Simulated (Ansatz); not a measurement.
**Molecular dynamics of C3H8Si2**

Input file:

```yaml
crystal:
  periodic: [false, false, false]
  atoms:
    - { symbol: C, position_ang: [-0.545683, 2.134615, 0.900712] }
    - { symbol: C, position_ang: [-0.574828, 1.023428, 0.224837] }
    - { symbol: C, position_ang: [-1.525161, -0.142327, 0.015251] }
    - { symbol: Si, position_ang: [0.061363, -0.224358, -0.894275] }
    - { symbol: Si, position_ang: [1.687061, -1.639123, -0.282597] }
    - { symbol: H, position_ang: [0.299302, 2.812771, 0.868195] }
    - { symbol: H, position_ang: [-1.359962, 2.457834, 1.540016] }
    - { symbol: H, position_ang: [-2.447024, 0.080575, -0.505349] }
    - { symbol: H, position_ang: [-1.703913, -0.772175, 0.876714] }
    - { symbol: H, position_ang: [-0.015474, 0.096717, -2.279162] }
    - { symbol: H, position_ang: [1.549002, -2.878668, -0.968955] }
    - { symbol: H, position_ang: [2.96498, -1.096863, -0.597622] }
    - { symbol: H, position_ang: [1.630738, -1.887425, 1.117236] }
basis:
  gaussian: { orbitals: STO-3G }
hamiltonian:
  xc: hf
md:
  timestep: 0.25
  n_steps: 400
  ensemble: nvt_nose_hoover
  temperature: 700.0
  initial_velocities: maxwell_boltzmann
  seed: 848157
  nose_hoover: { tau: 20.0, chain_length: 1 }
  masses: [{ species: H, mass: 3.016 }]
scf:
  lower_state_search: "off"
```

Command:

```bash
$ ansatz run input.yaml --threads 1 --pin off --max-ram 2048MiB --backend cpu --events-out ev --progress --plain --runs-dir out
```

It starts from a relaxed structure.

Output, in part (step lines, the closing report, with atoms numbered from 0):

```
md step     0: t =     0.00 fs  T =   700.0 K  F+E_penalty+E_count = -18721.47278783 eV  E_kin = 0.995302 eV  conserved = -18720.47748584 eV  (25 SCF iters)
md step     1: t =     0.25 fs  T =   698.1 K  F+E_penalty+E_count = -18721.47005340 eV  E_kin = 0.992575 eV  conserved = -18720.47747831 eV  (19 SCF iters)
md step     2: t =     0.50 fs  T =   692.5 K  F+E_penalty+E_count = -18721.46208577 eV  E_kin = 0.984625 eV  conserved = -18720.47746227 eV  (19 SCF iters)
md step     3: t =     0.75 fs  T =   683.4 K  F+E_penalty+E_count = -18721.44912804 eV  E_kin = 0.971696 eV  conserved = -18720.47743831 eV  (19 SCF iters)
md step     4: t =     1.00 fs  T =   671.1 K  F+E_penalty+E_count = -18721.43154967 eV  E_kin = 0.954160 eV  conserved = -18720.47740713 eV  (19 SCF iters)
md step     5: t =     1.25 fs  T =   655.8 K  F+E_penalty+E_count = -18721.40983378 eV  E_kin = 0.932505 eV  conserved = -18720.47737008 eV  (19 SCF iters)
md step     6: t =     1.50 fs  T =   638.1 K  F+E_penalty+E_count = -18721.38455906 eV  E_kin = 0.907314 eV  conserved = -18720.47732833 eV  (19 SCF iters)
md step     7: t =     1.75 fs  T =   618.4 K  F+E_penalty+E_count = -18721.35637967 eV  E_kin = 0.879245 eV  conserved = -18720.47728331 eV  (19 SCF iters)
[... lines left out ...]
md step   397: t =    99.25 fs  T =   413.0 K  F+E_penalty+E_count = -18720.67628285 eV  E_kin = 0.587265 eV  conserved = -18720.47699471 eV  (20 SCF iters)
md step   398: t =    99.50 fs  T =   407.1 K  F+E_penalty+E_count = -18720.67193783 eV  E_kin = 0.578875 eV  conserved = -18720.47698245 eV  (20 SCF iters)
md step   399: t =    99.75 fs  T =   402.7 K  F+E_penalty+E_count = -18720.66954394 eV  E_kin = 0.572559 eV  conserved = -18720.47697332 eV  (20 SCF iters)
md step   400: t =   100.00 fs  T =   399.8 K  F+E_penalty+E_count = -18720.66925513 eV  E_kin = 0.568456 eV  conserved = -18720.47696754 eV  (20 SCF iters)
Total energy: -18720.66925513 eV, -687.9719058007 hartree
Atom 0 at    -0.109075     2.028784     0.733958 Å, force    -0.072636    -1.027695    -0.242496 eV/Å
Atom 1 at    -0.558869     0.962430     0.069800 Å, force     3.119251     3.878953     2.039007 eV/Å
Atom 2 at    -1.552959    -0.106263     0.156855 Å, force    -1.033578    -1.048276    -1.063473 eV/Å
Atom 3 at    -0.175969    -0.409186    -0.991641 Å, force     0.990191    -0.324346    -1.010096 eV/Å
Atom 4 at     1.628552    -1.451757    -0.129516 Å, force    -0.017535    -0.320628    -3.878034 eV/Å
Atom 5 at     0.769436     2.608457     0.403900 Å, force    -0.596281    -0.695587    -0.131036 eV/Å
Atom 6 at    -0.450075     2.408492     1.712445 Å, force    -0.526437    -0.435631    -0.920139 eV/Å
Atom 7 at    -2.420095     0.258450    -0.342553 Å, force    -1.294276    -0.370821    -0.001231 eV/Å
Atom 8 at    -1.747194    -0.724858     1.006017 Å, force    -0.177636     0.107061     0.770659 eV/Å
Atom 9 at    -0.221705    -0.306246    -2.447069 Å, force    -0.447781    -0.145945     1.029183 eV/Å
Atom 10 at     2.683980    -0.909062    -0.999953 Å, force    -0.456066    -0.665520     1.247674 eV/Å
Atom 11 at     1.759308    -1.142816     1.183231 Å, force     0.503206     0.626270     2.149776 eV/Å
Atom 12 at     1.607260    -2.882523    -0.266183 Å, force     0.009577     0.422163     0.010205 eV/Å
Dipole moment:     0.079371    -0.271887    -0.144849 e Å
```

The steps, from the saved trajectory:

```json
{"time (fs)": "0.0", "T (K)": "700", "potential energy less start (eV)": "0.000", "conserved less start (meV/atom)": "0.00"}
{"time (fs)": "3.2", "T (K)": "486", "potential energy less start (eV)": "0.306", "conserved less start (meV/atom)": "0.03"}
{"time (fs)": "6.5", "T (K)": "357", "potential energy less start (eV)": "0.499", "conserved less start (meV/atom)": "0.03"}
{"time (fs)": "9.8", "T (K)": "332", "potential energy less start (eV)": "0.556", "conserved less start (meV/atom)": "0.03"}
{"time (fs)": "13.0", "T (K)": "315", "potential energy less start (eV)": "0.611", "conserved less start (meV/atom)": "0.03"}
{"time (fs)": "16.2", "T (K)": "457", "potential energy less start (eV)": "0.461", "conserved less start (meV/atom)": "0.03"}
{"time (fs)": "19.5", "T (K)": "589", "potential energy less start (eV)": "0.363", "conserved less start (meV/atom)": "0.02"}
{"time (fs)": "22.8", "T (K)": "482", "potential energy less start (eV)": "0.613", "conserved less start (meV/atom)": "0.04"}
{"time (fs)": "26.0", "T (K)": "484", "potential energy less start (eV)": "0.703", "conserved less start (meV/atom)": "0.04"}
{"time (fs)": "29.2", "T (K)": "600", "potential energy less start (eV)": "0.661", "conserved less start (meV/atom)": "0.03"}
{"time (fs)": "32.5", "T (K)": "666", "potential energy less start (eV)": "0.717", "conserved less start (meV/atom)": "0.05"}
{"time (fs)": "35.8", "T (K)": "862", "potential energy less start (eV)": "0.616", "conserved less start (meV/atom)": "0.04"}
{"time (fs)": "39.0", "T (K)": "1098", "potential energy less start (eV)": "0.496", "conserved less start (meV/atom)": "0.04"}
{"time (fs)": "42.2", "T (K)": "1091", "potential energy less start (eV)": "0.710", "conserved less start (meV/atom)": "0.05"}
{"time (fs)": "45.5", "T (K)": "942", "potential energy less start (eV)": "1.060", "conserved less start (meV/atom)": "0.07"}
{"time (fs)": "48.8", "T (K)": "955", "potential energy less start (eV)": "1.147", "conserved less start (meV/atom)": "0.04"}
{"time (fs)": "52.0", "T (K)": "820", "potential energy less start (eV)": "1.416", "conserved less start (meV/atom)": "0.07"}
{"time (fs)": "55.2", "T (K)": "942", "potential energy less start (eV)": "1.302", "conserved less start (meV/atom)": "0.06"}
{"time (fs)": "58.5", "T (K)": "1206", "potential energy less start (eV)": "0.972", "conserved less start (meV/atom)": "0.03"}
{"time (fs)": "61.8", "T (K)": "1023", "potential energy less start (eV)": "1.225", "conserved less start (meV/atom)": "0.07"}
{"time (fs)": "65.0", "T (K)": "993", "potential energy less start (eV)": "1.226", "conserved less start (meV/atom)": "0.07"}
{"time (fs)": "68.2", "T (K)": "1137", "potential energy less start (eV)": "0.937", "conserved less start (meV/atom)": "0.03"}
{"time (fs)": "71.5", "T (K)": "861", "potential energy less start (eV)": "1.210", "conserved less start (meV/atom)": "0.08"}
{"time (fs)": "74.8", "T (K)": "1027", "potential energy less start (eV)": "0.848", "conserved less start (meV/atom)": "0.04"}
{"time (fs)": "78.0", "T (K)": "994", "potential energy less start (eV)": "0.705", "conserved less start (meV/atom)": "0.03"}
{"time (fs)": "81.2", "T (K)": "616", "potential energy less start (eV)": "1.090", "conserved less start (meV/atom)": "0.08"}
{"time (fs)": "84.5", "T (K)": "743", "potential energy less start (eV)": "0.776", "conserved less start (meV/atom)": "0.03"}
{"time (fs)": "87.8", "T (K)": "612", "potential energy less start (eV)": "0.821", "conserved less start (meV/atom)": "0.04"}
{"time (fs)": "91.0", "T (K)": "496", "potential energy less start (eV)": "0.884", "conserved less start (meV/atom)": "0.04"}
{"time (fs)": "94.2", "T (K)": "559", "potential energy less start (eV)": "0.704", "conserved less start (meV/atom)": "0.03"}
{"time (fs)": "97.5", "T (K)": "481", "potential energy less start (eV)": "0.733", "conserved less start (meV/atom)": "0.03"}
```

All steps were run. The conserved energy stayed within 0.093 meV per atom of its start (net change 0.04 meV per atom), so the integration is sound. The mean temperature of the second half is 18 % above the set value. A run of 0.1 ps of so small a system gives no equilibrium averages. Limits of this set-up: minimal basis.

The same pairs are bonded in the first frame and the last. Pairs count as bonded within 1.25 times the sum of covalent radii (0.12 Å more for H–H).

Last frame:

```xyz
13
Properties=species:S:1:pos:R:3
C -0.109 2.029 0.734
C -0.559 0.962 0.070
C -1.553 -0.106 0.157
Si -0.176 -0.409 -0.992
Si 1.629 -1.452 -0.130
H 0.769 2.608 0.404
H -0.450 2.409 1.712
H -2.420 0.258 -0.343
H -1.747 -0.725 1.006
H -0.222 -0.306 -2.447
H 2.684 -0.909 -1.000
H 1.759 -1.143 1.183
H 1.607 -2.882 -0.266
```

Run time: 5 min on 1 thread of Arm Neoverse V2 (shared host), peak memory 0.08 GiB.
